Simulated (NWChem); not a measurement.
System: C4H2N2; SMILES N(=C\C#C)/C#N

The following NWChem deck was run.

```
start job
memory heap 200 mb stack 900 mb global 1100 mb
geometry units angstroms noautosym nocenter noautoz
  C      0.219218     2.965017     0.000000
  C     -0.041255     1.780167     0.000000
  C     -0.424310     0.411603     0.000000
  N      0.447673    -0.531255     0.000000
  C      0.068958    -1.803999     0.000000
  N     -0.156798    -2.946474     0.000000
  H      0.468780     4.011612     0.000000
  H     -1.509395     0.208366     0.000000
end
basis spherical
  C library 6-31g*
  N library 6-31g*
  H library 6-31g*
end
dft
  xc xpbe96 cpbe96
  iterations 150
end
cosmo
  do_cosmo_smd true
  solvent acetone
end
task dft energy
```

Excerpt of the output:

```
             Northwest Computational Chemistry Package (NWChem) 7.3.0
             --------------------------------------------------------

                             Geometry "geometry" -> ""
                             -------------------------

 Output coordinates in angstroms (scale by  1.889725989 to convert to a.u.)

  No.       Tag          Charge          X              Y              Z
 ---- ---------------- ---------- -------------- -------------- --------------
    1 C                    6.0000     0.21921800     2.96501700     0.00000000
    2 C                    6.0000    -0.04125500     1.78016700     0.00000000
    3 C                    6.0000    -0.42431000     0.41160300     0.00000000
    4 N                    7.0000     0.44767300    -0.53125500     0.00000000
    5 C                    6.0000     0.06895800    -1.80399900     0.00000000
    6 N                    7.0000    -0.15679800    -2.94647400     0.00000000
    7 H                    1.0000     0.46878000     4.01161200     0.00000000
    8 H                    1.0000    -1.50939500     0.20836600     0.00000000

 Effective nuclear repulsion energy (a.u.)     165.0117731479

  pbe96 is a nonlocal functional; adding pw91lda local functional.

                                 NWChem DFT Module
                                 -----------------

 Summary of "ao basis" -> "ao basis" (spherical)
 ------------------------------------------------------------------------------
       Tag                 Description            Shells   Functions and Types
 ---------------- ------------------------------  ------  ---------------------
 C                           6-31g*                  6       14   3s2p1d
 N                           6-31g*                  6       14   3s2p1d
 H                           6-31g*                  2        2   2s

 in cosmo_initialize ...
 calling solv_data for solv:acetone

 solvent parameters
 solvname_short: acetone
 solvname_long:  acetone
 dielec:       20.4930
 dielecinf:     1.8463
 nonaqueous SMD model solvent descriptors
 dielec:       20.4930
 sola:          0.0400
 solb:          0.4900
 solc:          0.0000
 solg:         33.7700
 solh:          0.0000
 soln:          1.3588

          ---------------
          -cosmo- solvent
          ---------------
 Cosmo: York-Karplus, doi: 10.1021/jp992097l
 dielectric constant -eps-     =  20.49
 screen = (eps-1)/(eps    )    =   0.95120
 surface charge correction     = lagrangian

   van der Waals surface
 --------------------------

 ---------- ATOMIC COORDINATES (A.U.) ------------ VDWR(ANG.) --
     1    0.41426195    5.60306968    0.00000000     1.850
     2   -0.07796065    3.36402784    0.00000000     1.850
     3   -0.80182963    0.77781689    0.00000000     1.850
     4    0.84597930   -1.00392638    0.00000000     1.890
     5    0.13031172   -3.40906379    0.00000000     1.850
     6   -0.29630526   -5.56802849    0.00000000     1.890
     7    0.88586575    7.58084745    0.00000000     1.200
     8   -2.85234296    0.39375465    0.00000000     1.200
 number of segments per atom =        128
 number of   points per atom =        128
 atom (   nspa,  nppa )
 ----------------------
    1 (     78,     0 )       0
    2 (     52,     0 )       0
    3 (     42,     0 )       0
    4 (     56,     0 )       0
    5 (     50,     0 )       0
    6 (     92,     0 )       0
    7 (     50,     0 )       0
    8 (     54,     0 )       0
 number of -cosmo- surface points =      474
 molecular surface =    122.332 angstrom**2
 molecular volume  =     96.354 angstrom**3
 -lineq- algorithm             =   0
 -bem- low  level              =   3
 -bem- from -octahedral-
 gaussian surface charge width =   4.50000
 degree of switching           =   1.00000
 switching function tolerance  =   0.00010
 atomic radii =
 --------------
    1  6.000  1.850
    2  6.000  1.850
    3  6.000  1.850
    4  7.000  1.890
    5  6.000  1.850
    6  7.000  1.890
    7  1.000  1.200
    8  1.000  1.200
 ...... end of -cosmo- initialization ......

 nat:                     8
 ixmem:                  3618
 calling mnsol_interface()
 G(SMD-CDS) energy (kcal/mol)  =    -0.392
 SMD-CDS SASA (angstrom**2)    =   140.196

[...]

                                COSMO-SMD solvation results
                                ---------------------------

             internal energy in gas <Psi(g)|H|Psi(g)> =      -262.685209538597
         internal energy in solvent <Psi(s)|H|Psi(s)> =      -262.681688885147
                               delta internal energy  =         0.003520653449 (    2.21 kcal/mol)
   total free energy in solvent <Psi(s)|H+V/2|Psi(s)> =      -262.699269516429
 polarization energy contribution <Psi(s)|V/2|Psi(s)> =        -0.017580631281 (  -11.03 kcal/mol)
    total free energy in solvent including G(SMD-CDS) =      -262.699893960848
                       G(SMD-CDS) energy contribution =        -0.000624444420 (   -0.39 kcal/mol)
     1 M fixed-concentration free energy of solvation =        -0.014684422252 (   -9.21 kcal/mol)

                       DFT Final Molecular Orbital Analysis
                       ------------------------------------

 Vector   18  Occ=2.000000D+00  E=-2.729166D-01
              MO Center=  8.4D-02,  2.1D+00,  6.1D-11, r^2= 2.2D+00
   Bfn.  Coefficient  Atom+Function         Bfn.  Coefficient  Atom+Function
  ----- ------------  ---------------      ----- ------------  ---------------
     3      0.409236  1 C  px                17      0.401796  2 C  px
     7      0.238260  1 C  px                21      0.194094  2 C  px
    48     -0.152910  4 N  s                 22     -0.137020  2 C  py
    18     -0.098402  2 C  py                 8     -0.096282  1 C  py
     4     -0.089842  1 C  py                36     -0.087521  3 C  py

 Vector   19  Occ=2.000000D+00  E=-2.587319D-01
              MO Center=  7.9D-02,  3.1D-01,  2.8D-09, r^2= 6.2D+00
   Bfn.  Coefficient  Atom+Function         Bfn.  Coefficient  Atom+Function
  ----- ------------  ---------------      ----- ------------  ---------------
     5      0.327255  1 C  pz                75      0.311081  6 N  pz
    47     -0.286288  4 N  pz                19      0.272610  2 C  pz
    51     -0.206367  4 N  pz                79      0.207398  6 N  pz
     9      0.203536  1 C  pz                23      0.154757  2 C  pz
    61      0.153025  5 C  pz                33     -0.146578  3 C  pz

 Vector   20  Occ=2.000000D+00  E=-2.521373D-01
              MO Center=  2.1D-01, -1.2D+00, -9.1D-11, r^2= 3.0D+00
   Bfn.  Coefficient  Atom+Function         Bfn.  Coefficient  Atom+Function
  ----- ------------  ---------------      ----- ------------  ---------------
    45      0.421726  4 N  px                73     -0.340792  6 N  px
    49      0.311040  4 N  px                77     -0.229401  6 N  px
    48      0.210615  4 N  s                 88      0.174885  8 H  s
    59     -0.172928  5 C  px                31     -0.151775  3 C  px
    87      0.123697  8 H  s                 44      0.122981  4 N  s

 Vector   21  Occ=0.000000D+00  E=-1.278342D-01
              MO Center= -4.5D-02,  3.6D-01, -8.9D-10, r^2= 4.6D+00
   Bfn.  Coefficient  Atom+Function         Bfn.  Coefficient  Atom+Function
  ----- ------------  ---------------      ----- ------------  ---------------
    33      0.416710  3 C  pz                37      0.371449  3 C  pz
    47     -0.322999  4 N  pz                51     -0.312279  4 N  pz
     5     -0.310432  1 C  pz                 9     -0.292713  1 C  pz
    75      0.245758  6 N  pz                79      0.218776  6 N  pz
    61     -0.110791  5 C  pz                23      0.090397  2 C  pz

 Vector   22  Occ=0.000000D+00  E=-1.769771D-02
              MO Center= -3.8D-02,  1.8D+00,  3.6D-10, r^2= 3.4D+00
   Bfn.  Coefficient  Atom+Function         Bfn.  Coefficient  Atom+Function
  ----- ------------  ---------------      ----- ------------  ---------------
     7      0.554249  1 C  px                21     -0.412693  2 C  px
     3      0.409419  1 C  px                48      0.411009  4 N  s
    17     -0.399745  2 C  px                62     -0.400748  5 C  s
    88     -0.380357  8 H  s                 22      0.335902  2 C  py
    36      0.315714  3 C  py                76      0.216073  6 N  s

 Vector   23  Occ=0.000000D+00  E= 1.398371D-02
              MO Center= -9.2D-02, -1.7D+00, -3.9D-10, r^2= 3.0D+00
   Bfn.  Coefficient  Atom+Function         Bfn.  Coefficient  Atom+Function
  ----- ------------  ---------------      ----- ------------  ---------------
    34      0.626812  3 C  s                 63      0.496287  5 C  px
    59      0.484888  5 C  px                77     -0.482515  6 N  px
    73     -0.419636  6 N  px                88     -0.255514  8 H  s
    22      0.234623  2 C  py                62     -0.220695  5 C  s
    21      0.206854  2 C  px                50     -0.183599  4 N  py

     Multipole analysis of the density
     ---------------------------------

     L   x y z        total         alpha         beta         nuclear
     -   - - -        -----         -----         ----         -------
     0   0 0 0     -0.000000    -20.000000    -20.000000     40.000000

     1   1 0 0     -0.517671     -0.193806     -0.193806     -0.130059
     1   0 1 0      2.703893      1.358936      1.358936     -0.013978
     1   0 0 1     -0.000000     -0.000000     -0.000000      0.000000

     2   2 0 0    -24.067450    -21.819015    -21.819015     19.570579
     2   1 1 0      0.386785     -8.377603     -8.377603     17.141991
     2   1 0 1     -0.000000     -0.000000     -0.000000      0.000000
     2   0 2 0    -26.627712   -318.977200   -318.977200    611.326687
     2   0 1 1     -0.000000     -0.000000     -0.000000      0.000000
     2   0 0 2    -24.564840    -12.282420    -12.282420      0.000000
```

Level: PBE/6-31G* (spherical d), SMD on the gas-phase geometry. Coordinates come from a PBE0/def2-SVP optimisation. Solvent: acetone.
